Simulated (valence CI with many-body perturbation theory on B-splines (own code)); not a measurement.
Values are calculated unless marked as measured or tabulated.
# Ladder of approximations for Mo¹⁹⁺

Method: valence CI with perturbative core correlation (CI+MBPT): five valence electrons over a frozen Dirac-Fock core [Ar], radial functions for each j: 7 s, 7 p, 8 d, 6 f, 4 g, 1 h, with the one-electron correlation potential Σ1 (screened to all orders), the two-electron term Σ2, the three-electron term Σ3, Breit, model QED; selected single and double excitations, second order for the rest (own B-spline code, finite nucleus).

No measured spectrum was set against this ion. As an estimate, terms of the open shell hold to 2 to 4 % of their energy, and close levels can change places. Core correlation moves these levels by up to 12000 cm⁻¹, and in measured spectra 5 to 20 % of such shifts remained as error; rates that hang on mixing are uncertain with them. Only levels of the ground parity were solved; by the run's estimate the other parity begins above the list, which can be wrong where configurations are misplaced.

Each rung adds one term. CI alone is the Dirac-Coulomb CI over the frozen core; QED comes last and gives the full result, which names the levels. Energies are above 3d⁵ ⁶S_5/2 on the same rung, in cm⁻¹.

Names give the largest LS component (configuration and term), which can be under half, so a name can repeat, a term be missing and a line seem to break the LS rules; names also repeat where a configuration has a term twice. Letters in brackets count levels of one name in rising energy.

```csv
Level,CI alone,+ Σ1,+ Σ2,+ Σ3,+ Breit,Full
3d⁵ ⁴G_5/2 [a],89690,89565,85892,84216,85628,85543
3d⁵ ⁴G_7/2,100525,100691,98196,97011,96862,96852
3d⁵ ⁴G_11/2,102809,103024,101052,99758,97977,97983
3d⁵ ⁴G_5/2 [b],104215,104407,101480,100054,100405,100405
3d⁵ ⁴G_9/2,104891,105164,103195,102047,100876,100896
3d⁵ ⁴P_3/2,106205,106309,102341,100794,101618,101590
3d⁵ ⁴P_1/2,114308,114539,111058,109411,109788,109791
3d⁵ ⁴D_7/2,125944,126275,121875,121226,120576,120604
3d⁵ ⁴D_5/2,135024,135376,131080,130037,129563,129591
3d⁵ ⁴D_1/2,137094,137596,133573,132626,132289,132357
3d⁵ ⁴D_3/2,140739,141266,137679,136528,135827,135900
3d⁵ ²I_11/2,144815,145141,143897,141595,140170,140183
3d⁵ ²I_13/2,154381,154857,154057,151773,148648,148698
3d⁵ ²F_7/2 [a],160905,161152,156009,153431,153365,153346
3d⁵ ²D_3/2 [a],159823,160173,155828,153901,154045,154060
3d⁵ ²F_5/2 [a],159298,159828,156495,154800,154362,154428
3d⁵ ²G_9/2 [a],163298,163608,158966,157620,156863,156861
3d⁵ ⁴F_5/2,176058,176622,172506,170580,170022,170083
3d⁵ ²H_9/2,181624,182146,179365,177316,175992,176040
3d⁵ ²F_7/2 [b],186072,186768,182734,181991,180403,180494
3d⁵ ⁴F_3/2,190308,191050,186778,184931,183962,184065
3d⁵ ²G_7/2 [a],195099,195756,191187,188677,186976,187061
3d⁵ ²F_5/2 [b],198757,199366,193114,193027,192442,192501
3d⁵ ²H_11/2,202144,202996,202069,199387,196263,196395
3d⁵ ²F_7/2 [c],210268,210982,204965,204463,202934,203024
3d⁵ ²G_9/2 [b],209753,210591,207057,205274,202921,203043
3d⁵ ²F_5/2 [c],219320,220396,216963,213116,210843,211033
3d⁵ ²S_1/2,222817,223418,213772,213121,212853,212905
3d⁵ ²D_3/2 [b],245951,246611,238652,237181,237089,237144
3d⁵ ²D_5/2 [a],256044,256937,249605,248543,247137,247251
3d⁵ ²G_9/2 [c],273199,273964,266456,265482,263977,264044
```

(1) How does the ionisation energy move along the ladder, and which term matters most?

## Answers

(1) CI alone 818.46, + Σ1 820.70, + Σ2 828.88, + Σ3 828.90, + Breit 828.96, + QED 828.97 eV. The largest step is Σ2, 8.17 eV. NIST lists 829 ± 4 eV (theoretical).
